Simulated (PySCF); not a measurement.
Species: CH₉FNSi₄ (doublet state).
Structure used (GFN2-xTB), in Å, numbered top down from 1:
```
atom  x, y, z in Å
F1     2.9715    1.7573   -0.9971
Si2    1.9284    1.3313    0.1662
Si3    0.2872    0.1195   -0.8739
C4     0.5577   -1.7747   -1.0446
Si5   -0.9123   -2.0486    0.1707
N6    -1.0056   -0.2795    0.2565
Si7   -2.1020    0.7527    1.0981
H8     2.7943    0.6310    1.1167
H9     1.5653    2.6209    0.7501
H10   -0.2837    0.7001   -2.1042
H11    0.4298   -2.1757   -2.0460
H12    1.5091   -2.1507   -0.6737
H13   -0.5892   -2.5485    1.5180
H14   -3.1997    1.1634    0.2159
H15   -2.6150   -0.0177    2.2310
H16   -1.3434    1.9282    1.5401
```

The hyperfine couplings belong to this conformer and change with its torsions.

The species is `F[SiH2][Si@H]1C[SiH]N1[SiH3]` [radical].

Computed with PySCF, UKS B3LYP, pcH-1 on C F H N Si, non-relativistic, mean-field spin-orbit, GIAO. Isolated species at its GFN2-xTB geometry (one conformer only). Couplings are sensitive to structure, and on GFN2-xTB geometries they can be far from those on DFT ones, by a factor of two or more for some ions and for spin on atoms past the first row. The SCF solution wasn't tested for stability.

Question: Give the principal g shifts and their parts.

Answer: 
```json
{"Δg (ppm)": "relativistic mass correction", "1": "-149", "2": "-149", "3": "-149"}
{"Δg (ppm)": "gauge correction", "1": "72", "2": "15", "3": "90"}
{"Δg (ppm)": "orbital Zeeman/spin–orbit", "1": "-1489", "2": "71", "3": "1795"}
{"Δg (ppm)": "total", "1": "-1566", "2": "-63", "3": "1735"}
```

So g = 2.00075, 2.00226, 2.00405 and g_iso = 2.00235; the tensor is rhombic: the two nearest values differ by 46 % of g3 − g1. Axes: g1 points within 9° of the Si5–H13 bond.

Question: Average each term over the three axes. Which is largest in size?

Answer: The mass correction -149, the orbital-Zeeman/spin–orbit term 126 and the gauge correction 59 ppm, for a total of 36 ppm. The mass correction is the largest in size. The mass correction is the same along every axis, so the anisotropy comes from the other two: their spans along these axes are 74 (gauge) and 3284 ppm (orbital Zeeman/spin–orbit).

Question: What effective moment and Curie constant follow for a powder?

Answer: With the mean of g² = 4.0094 and S(S+1) = 0.75: μ_eff = √(⟨g²⟩S(S+1)) = 1.734 μB and χT = 0.12505·⟨g²⟩·S(S+1) = 0.376 cm³ K/mol (cgs; spin-Hamiltonian part alone).

Question: What are the electron Larmor frequencies g μB B/h along the three axes at 3350 mT?

Answer: 93.8102, 93.8807, 93.9650 GHz for g1, g2 and g3, a range of 154.8 MHz.

Question: In a frozen sample, at which fields do the three g values resonate at 9.5, 34, 94 and 263 GHz (hyperfine left aside), and which band first spreads them over more than twice a line width of 0.5 mT?

Answer: 
```json
{"band": "X", "GHz": "9.5", "B(g3) mT": "338.69", "B(g2) mT": "338.99", "B(g1) mT": "339.25", "spread mT": "0.56"}
{"band": "Q", "GHz": "34.0", "B(g3) mT": "1212.15", "B(g2) mT": "1213.24", "B(g1) mT": "1214.15", "spread mT": "2.00"}
{"band": "W", "GHz": "94.0", "B(g3) mT": "3351.25", "B(g2) mT": "3354.26", "B(g1) mT": "3356.78", "spread mT": "5.53"}
{"band": "J", "GHz": "263.0", "B(g3) mT": "9376.37", "B(g2) mT": "9384.79", "B(g1) mT": "9391.84", "spread mT": "15.47"}
```

The spread grows in proportion to the frequency. Q band is the first where it exceeds 1.0 mT.

The largest Mulliken spin populations are on Si5 (+0.77), N6 (+0.10) and H13 (+0.08). Si5 is the only atom above +0.15. The angles at Si5 add up to 311.0°, so it is pyramidal.

The HOMO–LUMO gaps are 4.04 eV among the α and 4.60 eV among the β orbitals.

Time: 3.5 min (grids of density and orbitals included); peak memory 1.1 GiB. Hardware: one thread of an Arm Neoverse N1, no GPU (shared host).
